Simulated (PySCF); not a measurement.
A survey of ²⁹Si NMR shifts

Non-relativistic Hamiltonian, one computed conformer, equivalent nuclei averaged, gas phase. NMR shieldings at PBE0/pcSseg-1/GIAO; GFN2-xTB structure; PySCF 2.14.

Shieldings were converted by a linear fit to measured shifts: ²⁹Si (scatter 8.9 ppm rms, 25.8 ppm with the 6 outliers that the fit left out vs TMS, solution or neat liquid). A few per cent of atoms miss by over 2 rms, more outside the fitted compound classes.

Give the ²⁹Si shifts of `C#C[SiH2]O[SiH2]O[SiH3]`, `CC(C)(C)N[SiH2][SiH2][SiH3]`, `O=C[Si@@H]1O[SiH2]C[SiH2]1`, `O=C[Si@@H]1O[SiH2]C[SiH2]1`, `C[SiH](C)/C=C\C(=O)C(F)F`, `CCCN(C)[SiH]([SiH3])[SiH3]`, `CCCC[SiH2]N([SiH3])[SiH3]`, `C#C[SiH2]O[SiH2][SiH2]O`.

Answers


```json
{"compound": "[CH:1]#[C:2][SiH2:3][O:4][SiH2:5][O:6][SiH3:7]", "environment": "Si7: silicon bonded to O, 3 H", "δ (ppm)": "-42.7"}
{"compound": "[CH:1]#[C:2][SiH2:3][O:4][SiH2:5][O:6][SiH3:7]", "environment": "Si5: silicon bonded to 2 O, 2 H", "δ (ppm)": "-44.3"}
{"compound": "[CH:1]#[C:2][SiH2:3][O:4][SiH2:5][O:6][SiH3:7]", "environment": "Si3: silicon bonded to C, O, 2 H", "δ (ppm)": "-53.0"}
{"compound": "[CH3:1][C:2]([CH3:3])([CH3:4])[NH:5][SiH2:6][SiH2:7][SiH3:8]", "environment": "Si6: silicon bonded to N, Si, 2 H", "δ (ppm)": "-59.5"}
{"compound": "[CH3:1][C:2]([CH3:3])([CH3:4])[NH:5][SiH2:6][SiH2:7][SiH3:8]", "environment": "Si8: silicon bonded to Si, 3 H", "δ (ppm)": "-104.5"}
{"compound": "[CH3:1][C:2]([CH3:3])([CH3:4])[NH:5][SiH2:6][SiH2:7][SiH3:8]", "environment": "Si7: silicon bonded to 2 Si, 2 H", "δ (ppm)": "-119.1"}
{"compound": "[O:1]=[CH:2][Si@@H:3]1[O:4][SiH2:5][CH2:6][SiH2:7]1", "environment": "Si5: silicon bonded to C, O, 2 H, in a 5-membered ring", "δ (ppm)": "-9.0"}
{"compound": "[O:1]=[CH:2][Si@@H:3]1[O:4][SiH2:5][CH2:6][SiH2:7]1", "environment": "Si3: silicon bonded to C, O, Si, H, in a 5-membered ring", "δ (ppm)": "-31.4"}
{"compound": "[O:1]=[CH:2][Si@@H:3]1[O:4][SiH2:5][CH2:6][SiH2:7]1", "environment": "Si7: silicon bonded to C, Si, 2 H, in a 5-membered ring", "δ (ppm)": "-71.3"}
{"compound": "[O:1]=[CH:2][Si@@H:3]1[O:4][SiH2:5][CH2:6][SiH2:7]1", "environment": "Si5: silicon bonded to C, O, 2 H, in a 5-membered ring", "δ (ppm)": "-8.9"}
{"compound": "[O:1]=[CH:2][Si@@H:3]1[O:4][SiH2:5][CH2:6][SiH2:7]1", "environment": "Si3: silicon bonded to C, O, Si, H, in a 5-membered ring", "δ (ppm)": "-31.4"}
{"compound": "[O:1]=[CH:2][Si@@H:3]1[O:4][SiH2:5][CH2:6][SiH2:7]1", "environment": "Si7: silicon bonded to C, Si, 2 H, in a 5-membered ring", "δ (ppm)": "-71.3"}
{"compound": "C[SiH](C)/C=C\\C(=O)C(F)F", "environment": "silicon bonded to 3 C, H", "δ (ppm)": "-30.6"}
{"compound": "[CH3:1][CH2:2][CH2:3][N:4]([CH3:5])[SiH:6]([SiH3:7])[SiH3:8]", "environment": "Si6: silicon bonded to N, 2 Si, H", "δ (ppm)": "-37.5"}
{"compound": "[CH3:1][CH2:2][CH2:3][N:4]([CH3:5])[SiH:6]([SiH3:7])[SiH3:8]", "environment": "Si7/8: silicon bonded to Si, 3 H (×2)", "δ (ppm)": "-107.5"}
{"compound": "[CH3:1][CH2:2][CH2:3][CH2:4][SiH2:5][N:6]([SiH3:7])[SiH3:8]", "environment": "Si5: silicon bonded to C, N, 2 H", "δ (ppm)": "-27.5"}
{"compound": "[CH3:1][CH2:2][CH2:3][CH2:4][SiH2:5][N:6]([SiH3:7])[SiH3:8]", "environment": "Si7/8: silicon bonded to N, 3 H (×2)", "δ (ppm)": "-44.7"}
{"compound": "[CH:1]#[C:2][SiH2:3][O:4][SiH2:5][SiH2:6][OH:7]", "environment": "Si6: silicon bonded to O, Si, 2 H", "δ (ppm)": "-34.0"}
{"compound": "[CH:1]#[C:2][SiH2:3][O:4][SiH2:5][SiH2:6][OH:7]", "environment": "Si5: silicon bonded to O, Si, 2 H", "δ (ppm)": "-36.1"}
{"compound": "[CH:1]#[C:2][SiH2:3][O:4][SiH2:5][SiH2:6][OH:7]", "environment": "Si3: silicon bonded to C, O, 2 H", "δ (ppm)": "-53.0"}
```
